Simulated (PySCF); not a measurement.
# Electron correlation in C (carbon, neutral)

[He] 2s2 2p2, high-spin 3P determinant. All numbers are calculated (PySCF 2.14, the spin-free X2C one-electron Hamiltonian (Gaussian nucleus), in x2c-SVPall (3s2p1d, 14 functions)). Frozen: 1s2; 4 electrons correlated.

MP2 pair energies summed by pair of shells (mhartree):

```json
{"pair": "2s-2p", "energy": "-29.17", "share (%)": "58.2"}
{"pair": "2s-2s", "energy": "-15.57", "share (%)": "31.1"}
{"pair": "2p-2p", "energy": "-5.36", "share (%)": "10.7"}
```

Total MP2 correlation energy: -50.11 mhartree.

Same-spin part -9.01 and opposite-spin part -41.10 mhartree; SCS-MP2 scales them by 1/3 and 6/5 to -52.32 mhartree.

| level | correlation energy (mhartree) |
| --- | --- |
| CCSD | -69.18 |
| (T) | -1.01 |
| CCSD(T) | -70.19 |

Diagnostics: T1 = 0.0070, D1 = 0.0170, largest double amplitude 0.128.

Problem. Is a single reference adequate?

Solution. Mostly. T1 lies below 0.03, but a double amplitude of this size points to a near-degeneracy that CCSD handles and MP2 describes poorly.
